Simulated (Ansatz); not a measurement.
`FBB(F)F` and `FB(F)O[SiH3]` differ in one atom or group.

Ansatz, PBE0-D4/def2-TZVP geometries, multiplicity 1. Each molecule was computed in one conformer, which needn't be the lowest.

| property | `FBB(F)F` |
| --- | --- |
| HOMO energy (PBE/def2-TZVPP) / eV | -7.35 |
| HOMO energy (PBE0/def2-TZVPP) / eV | -8.93 |
| LUMO energy (B3LYP/def2-TZVPP) / eV | -1.89 |
| LUMO energy (PBE0/def2-TZVPP) / eV | -1.64 |
| HOMO–LUMO gap (B3LYP/def2-TZVPP) / eV | 6.85 |
| HOMO energy (ωB97M-V/def2-TZVPP) / eV | -11.23 |

Problem. What does the change do to each property? (Estimate.)

Solution. Ansatz gave: 
```tsv
property	`FB(F)O[SiH3]`	shift
HOMO energy (PBE/def2-TZVPP) / eV	-8.22	-0.87
HOMO energy (PBE0/def2-TZVPP) / eV	-9.67	-0.74
LUMO energy (B3LYP/def2-TZVPP) / eV	-0.48	1.41
LUMO energy (PBE0/def2-TZVPP) / eV	-0.23	1.41
HOMO–LUMO gap (B3LYP/def2-TZVPP) / eV	8.98	2.13
HOMO energy (ωB97M-V/def2-TZVPP) / eV	-11.95	-0.72
```

With PBE0 the HOMO falls by 0.74 eV and the LUMO rises by 1.41 eV, so the gap widens by about 2.15 eV. PBE moves the HOMO by -0.87 eV and ωB97M-V by -0.72 eV. The zero-point energy changes by 40.3 kJ/mol with +6 modes.

B3LYP here is the variant with VWN-RPA as its local correlation; programs differ in this.
